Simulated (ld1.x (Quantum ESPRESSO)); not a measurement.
**What one change does to a pseudopotential (chromium (Cr), PAW)**

| Property | Result |
| --- | --- |
| Element | chromium |
| Generator | ld1.x (Quantum ESPRESSO) 7.5 |
| Type | PAW |
| Functional | PBE |
| Relativity | scalar-relativistic |
| Frozen core | [Ar] |
| Valence charge | 6 |
| Reference configuration | 3d5 4s1 4p0 |
| Partial waves | 4s (bound): rcut 2.15, rcutus 2.45 bohr; 4s channel at 0.4 Ry: rcut 2.15, rcutus 2.45 bohr; 4p (bound, empty): rcut 2.30, rcutus 3.10 bohr; 4p channel at 2.2 Ry: rcut 2.30, rcutus 3.10 bohr; 3d (bound): rcut 1.25, rcutus 1.45 bohr; 3d channel at 0.35 Ry: rcut 1.25, rcutus 1.45 bohr |
| Local potential | all-electron potential smoothed inside 2.90 bohr (lloc = -1) |
| Core correction | Bessel-smoothed model core, default radius (core density twice the valence density) |
| Augmentation charge | BESSEL, radius 1.00 bohr |

Change: waves 4p (bound): rcut 1.96, rcutus 2.08 bohr; 4p channel at 2.2 Ry: rcut 1.96, rcutus 2.08 bohr.

Cutoffs: the cutoffs (Ry, on a coarse ladder) from which the occupation-weighted sum of valence levels, in a spherical-Bessel basis at the reference potential, stays within 10 and 1 mRy of its value at 400 Ry; they do not see the model core or the augmentation charge, which bear on the density cutoff. Errors are all-electron minus pseudo energies relative to the spin-unpolarised reference configuration.

Question: Predict the effect on cutoff, ghosts and configuration errors.

Answer: The potential gets neither clearly harder nor softer (50 Ry and 80 Ry → 50 Ry and 80 Ry); a bound ghost appears in p, which as a rule spoils a file; the number of tests with a reliable result goes from 7 to 5 (the test run of the changed file stopped, so its transferability is not established); the errors of the 5 common tests hardly move.

| quantity | base | changed |
| --- | --- | --- |
| cutoff, loose | 50 Ry | 50 Ry |
| cutoff, tight | 80 Ry | 80 Ry |
| bound ghosts | none | p |
| tests with a reliable result | 7 of 7 | 5 of 7 (the test run stopped) |
| error for 3d5 4s0 4p0, meV [ΔE 6.90 eV] | -8.2 | -8.2 |
| error for 3d4 4s0 4p0, meV [ΔE 22.95 eV] | -101 | -101 |
| error for 3d3 4s0 4p0, meV [ΔE 53.70 eV] | -947 | -947 |
| error for 3d4 4s2 4p0, meV [ΔE -0.10 eV] | -85 | -85 |
| error for 3d5.5 4s0.5 4p0, meV [ΔE 0.73 eV] | -9.1 | -9.1 |
| lowest overlap eigenvalue by channel | s 0.44, p 0.69, d 1.00 | s 0.44, p 0.01, d 1.00 |

 A true bound ghost makes a file unfit for plane-wave use even where its test errors are small: the radial tests pick states by their node count and pass the ghost by.
